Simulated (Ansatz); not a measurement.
`[GeH3][O][GeH3]` + `CC(O)=S` → `CC(=S)[O][GeH3]` + `[OH][GeH3]`  (ligand exchange at a Ge–O bond)

Gas-phase electronic energies from Ansatz, PBE0-D4/def2-TZVP geometries. CCSD(T)/CBS is the MP2 limit (def2-TZVPP, def2-QZVPP) plus CCSD(T) − MP2 in def2-TZVPP, frozen cores. DFT in def2-TZVPP. B3LYP here is the variant with VWN-RPA as its local correlation; programs differ in this. HSE06 is defined as in plane-wave codes. For Ge outer-core shells are correlated without core-valence functions, which leaves a few kJ/mol of doubt a bond. Scalar relativity is left out up to krypton. One conformer a species, not always the lowest.

`[GeH3][O][GeH3]`:

Z-matrix (Å, degrees):
```
Ge
O 1 1.773
H 1 1.533 2 105.7
H 1 1.541 2 109.2 3 119.8
H 1 1.541 2 109.2 3 -119.8
Ge 2 1.773 1 127.5 3 180.0
H 6 1.533 2 105.7 1 180.0
H 6 1.541 2 109.2 1 60.1
H 6 1.541 2 109.2 1 -60.2
```

`CC(O)=S`:

Cartesian coordinates in Å:
```
C 0.186 0.623 0.729
C 0.116 -0.386 -0.363
O -1.106 -0.443 -0.887
S 1.342 -1.319 -0.886
H -0.542 0.369 1.504
H -0.095 1.604 0.335
H 1.183 0.665 1.155
H -1.084 -1.113 -1.587
```

`CC(=S)[O][GeH3]`:

Z-matrix (Å, degrees):
```
C
C 1 1.498
H 1 1.086 2 110.7
H 1 1.096 2 110.3 3 120.7
H 1 1.096 2 110.3 3 -120.7
S 2 1.626 1 123.3 3 0.0
O 2 1.326 1 116.3 3 -180.0
Ge 7 1.813 2 127.9 1 0.1
H 8 1.527 7 101.9 2 -180.0
H 8 1.534 7 108.5 2 -60.7
H 8 1.534 7 108.5 2 60.8
```

`[OH][GeH3]`:

Cartesian coordinates in Å:
```
O -1.055 -0.870 -0.109
Ge 0.217 0.378 -0.063
H -0.801 -1.673 0.351
H -0.380 1.554 -0.839
H 1.497 -0.152 -0.737
H 0.522 0.763 1.397
```

```csv
level,ΔE (kcal/mol),difference from CCSD(T)/CBS
LDA (SPW92),7.9,-0.2
PBE-D4,7.8,-0.3
revPBE-D4,7.1,-1.0
BLYP-D4,7.2,-0.9
r2SCAN-D4,8.6,0.5
B97M-V,8.8,0.7
PBE0-D4,8.4,0.3
r2SCANh-D4,8.7,0.6
r2SCAN0-D4,8.9,0.8
HSE06-D4,8.4,0.3
BHLYP-D4,8.8,0.7
CAM-B3LYP-D4,8.4,0.3
ωB97X-V,8.7,0.6
ωB97M-V,8.5,0.4
B2PLYP,8.7,0.6
PBE-QIDH,9.0,0.9
PBE,8.3,0.2
BLYP,8.4,0.3
r2SCAN,8.8,0.7
PBE0,8.9,0.8
B3LYP,8.7,0.6
r2SCANh,8.9,0.8
r2SCAN0,9.1,1.0
HSE06,8.9,0.8
BHLYP,9.3,1.2
CAM-B3LYP,9.0,0.9
LC-ωPBE,9.1,1.0
HF/def2-SVP,12.8,4.7
CCSD/def2-SVP,11.3,3.2
HF/def2-TZVPP,10.6,2.5
MP2/def2-TZVPP,8.3,0.2
SCS-MP2/def2-TZVPP,8.6,0.5
CCSD/def2-TZVPP,8.8,0.7
CCSD(T)/def2-TZVPP,8.4,0.3
HF/def2-QZVPP,10.5,2.4
MP2/def2-QZVPP,8.1,0.0
SCS-MP2/def2-QZVPP,8.4,0.3
HF/CBS(def2),10.5,2.4
MP2/CBS(def2),8.0,-0.1
CCSD/CBS(def2),8.4,0.3
CCSD(T)/CBS,8.1,0
```

Largest T1 diagnostic among the species: 0.017.

In def2-TZVPP, CCSD(T) changes the Hartree–Fock value by −2.2 kcal/mol (the triples alone add −0.3 kcal/mol) and MP2 by −2.3 kcal/mol. From BLYP to BHLYP (50 % exact exchange), in def2-TZVPP and without D4, ΔE moves by +0.9 kcal/mol. At CCSD(T), def2-SVP lies +3.0 kcal/mol from the extrapolated value and def2-TZVPP +0.3 kcal/mol.
